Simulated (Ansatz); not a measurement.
Cost and result for the atomization energy of `CC[N](C)[GaH2]` (15 atoms, 14 bonds).

```xyz
15

C    -0.866   -0.437   -1.683
C    -0.928    0.253   -0.340
N     0.261    0.112    0.466
C     0.130    0.796    1.730
Ga    1.797   -0.787    0.060
H    -0.716   -1.514   -1.574
H    -0.051   -0.046   -2.297
H    -1.801   -0.280   -2.225
H    -1.794   -0.132    0.223
H    -1.134    1.325   -0.495
H     1.035    0.680    2.329
H    -0.046    1.872    1.589
H    -0.715    0.404    2.315
H     1.959   -1.533   -1.298
H     2.869   -0.713    1.198
```

The species carries charge 0 and has multiplicity 1. Correlated methods include outer-core shells of Ga, which these sets cover unevenly. Scalar relativity is left out up to krypton. Geometry: relaxed with PBE0-D4/def2-TZVP. It is one conformer, not always the lowest. Program: Ansatz. All runs use 4 threads of an Intel Xeon 6975P-C on a shared host. Times are those of one run each, without the atoms' runs, and a repeat can differ threefold. Electronic energies, without spin–orbit coupling; frozen cores. CCSD(T)/CBS adds CCSD(T) − MP2 in def2-TZVPP to the MP2 limit, and its time is that of the two runs behind it. T1 = 0.014. With those shells the extrapolation isn't a true limit. HSE06 is the plane-wave form, built on full-range PBE exchange.

CCSD(T)/CBS is a level of theory with its own doubt, some kJ/mol a heavy atom from the limit and from the frozen cores, so smaller differences don't rank the functionals.

| level | functions | wall time |
| --- | --- | --- |
| LDA (SPW92)/def2-TZVPP | 312 | 1.1 s |
| revPBE-D4/def2-TZVPP | 312 | 1.7 s |
| PBE0-D4/def2-TZVPP | 312 | 2.8 s |
| BHLYP-D4/def2-TZVPP | 312 | 2.9 s |
| HSE06-D4/def2-TZVPP | 312 | 3.1 s |
| r2SCANh-D4/def2-TZVPP | 312 | 4.2 s |
| B2PLYP/def2-TZVPP | 312 | 5.5 s |
| PBE-QIDH/def2-TZVPP | 312 | 5.5 s |
| ωB97X-V/def2-TZVPP | 312 | 6.5 s |
| CCSD(T)/def2-SVP | 138 | 7 s |
| MP2/def2-QZVPP | 617 | 28 s |
| CCSD(T)/def2-TZVPP | 312 | 4.3 min |
| CCSD(T)/CBS(def2) | – | 4.8 min |

**Question.** What atomization energy does each give, and how far from CCSD(T)/CBS? (An estimate is asked.)

**Answer.** The calculation gave: 
```tsv
level	atomization (kcal/mol)	difference from CCSD(T)/CBS	per bond
LDA (SPW92)/def2-TZVPP	1439.9	173.2	12.4
revPBE-D4/def2-TZVPP	1257.0	-9.7	-0.7
PBE0-D4/def2-TZVPP	1267.7	1.0	0.1
BHLYP-D4/def2-TZVPP	1236.6	-30.1	-2.2
HSE06-D4/def2-TZVPP	1268.4	1.7	0.1
r2SCANh-D4/def2-TZVPP	1260.1	-6.6	-0.5
B2PLYP/def2-TZVPP	1251.8	-14.9	-1.1
PBE-QIDH/def2-TZVPP	1259.8	-6.9	-0.5
ωB97X-V/def2-TZVPP	1269.2	2.5	0.2
CCSD(T)/def2-SVP	1210.6	-56.1	-4.0
MP2/def2-QZVPP	1263.5	-3.2	-0.2
CCSD(T)/def2-TZVPP	1239.6	-27.1	-1.9
CCSD(T)/CBS(def2)	1266.7	0.0	0.0
```

In def2-TZVPP, CCSD(T) changes the Hartree–Fock value by +314.2 kcal/mol (the triples alone add +16.1 kcal/mol) and MP2 by +322.1 kcal/mol; breaking electron pairs costs correlation energy, which Hartree–Fock lacks. From BLYP to BHLYP (50 % exact exchange), in def2-TZVPP and without D4, the atomization energy moves by −15.1 kcal/mol: exact exchange takes away binding that semilocal exchange gives to molecules. At CCSD(T), def2-SVP lies −56.0 kcal/mol from the extrapolated value and def2-TZVPP −27.1 kcal/mol: correlation converges slowly with the basis, and small sets miss more of it in the bonded molecule than in its fragments.
